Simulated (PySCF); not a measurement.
## Excitation energy of B⁺ by level of theory

B⁺ [He] 2s2 (1S) → B⁺ [He] 2p2 (3P), as a difference of total energies. Calculation: PySCF 2.14, in aug-cc-pVDZ (4s3p2d, 23 functions); the non-relativistic Hamiltonian (point nucleus). Correlated levels: valence: 1s2 frozen. The calculations carry no spin-orbit coupling.

```
           method  excitation energy (cm⁻¹)
              UHF                     88807
              LDA                     80847
              PBE                     81150
             PBE0                     84460
           r2SCAN                     82156
            M06-L                     82654
           B2PLYP                     89950
            B3LYP                     84732
          LC-wPBE                     85451
    MP2 (valence)                     95020
SCS-MP2 (valence)                     97091
```

Errors of the correlated levels include the incompleteness of this basis and the frozen core.

Task: Which method comes closest to the reference value, and which is furthest?

Result: The reference is 98926 cm⁻¹ (measured; NIST levels, between the centres of gravity of the two terms). Closest: SCS-MP2 (valence) (error -1835.8 cm⁻¹); furthest: LDA (error -18079 cm⁻¹).
